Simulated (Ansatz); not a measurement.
## A substitution series on Ta: NH2 to OH

On one Ta centre that keeps NH, n of the NH2 ligands are replaced by OH. The mean Ta–N bond length (to NH2) y in Å at PBE0-D4/def2-TZVP. The shapes are optimised at that level. Flexible molecules stand in one conformer. Programs: Ansatz 0.2.0.

```
molecule  n  y (Å)
  TaN4H7  0  1.942
 TaN3H6O  1      ?
TaN2H5O2  2  1.878
 TaNH4O3  3  1.768
```

**Question.** Fit y = c + s·n to the known rows and predict TaN3H6O.

**Answer.** 
1. Means of the 3 rows: n = 1.66667, y = 1.8627.
2. Σ(Δn)² = 4.6667, Σ(Δn·Δy) = -0.25333, so the slope is -0.25333/4.6667 = -0.054285.
3. Intercept: 1.8627 − (-0.054285) × 1.66667 = 1.9532. The largest residual of the fit is 0.033.
4. TaN3H6O: 1.9532 + (-0.054285) × 1 = 1.899 Å.

The run gave 1.919 Å, so the prediction is off by -0.020 Å, within the largest residual. The step per swap drifts from -0.023 to -0.110 Å. For atoms past krypton def2 sets carry core potentials with scalar relativity.
